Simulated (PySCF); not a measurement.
Isomers of C8H12Ge, from PBE0-D3(BJ)/def2-SVP geometry optimisation, gas phase (PySCF 2.14.0). One conformer each, no zero-point energy, no frequencies.

Problem. Which isomer lies lower at this level?
A. `[CH2:1]=[CH:2][Ge:3]([CH:4]=[CH2:5])([CH:6]=[CH2:7])[CH:8]=[CH2:9]` with C1–C2–Ge3–C4 136°, C2–Ge3–C4–C5 -138°, C2–Ge3–C6–C7 -135°, C2–Ge3–C8–C9 -130°: A = 1295, B = 993.3, C = 986.3 MHz, dipole 0.16 D
B. `[CH2:1]=[CH:2][CH2:3][C:4]1=[CH:5][CH:6]=[CH:7][Ge@H:8]1[CH3:9]` with C1–C2–C3–C4 -115°, C2–C3–C4–C5 -119°: A = 1809, B = 968.4, C = 703.8 MHz, dipole 0.57 D

Solution. B. That is `C=CC[C]1=CC=[CH][Ge@H]1[CH3]`, 32.6 kcal/mol below the other.

| SMILES | mapped SMILES | E (Eh) | relative (kcal/mol) | relative (kJ/mol) | dipole (D) |
| --- | --- | --- | --- | --- | --- |
| C=CC[C]1=CC=[CH][Ge@H]1[CH3] | [CH2:1]=[CH:2][CH2:3][C:4]1=[CH:5][CH:6]=[CH:7][Ge@H:8]1[CH3:9] | -2387.91088 | 0.0 | 0.0 | 0.57 |
| C=[CH][Ge]([CH]=C)([CH]=C)[CH]=C | [CH2:1]=[CH:2][Ge:3]([CH:4]=[CH2:5])([CH:6]=[CH2:7])[CH:8]=[CH2:9] | -2387.85889 | 32.6 | 136.5 | 0.16 |
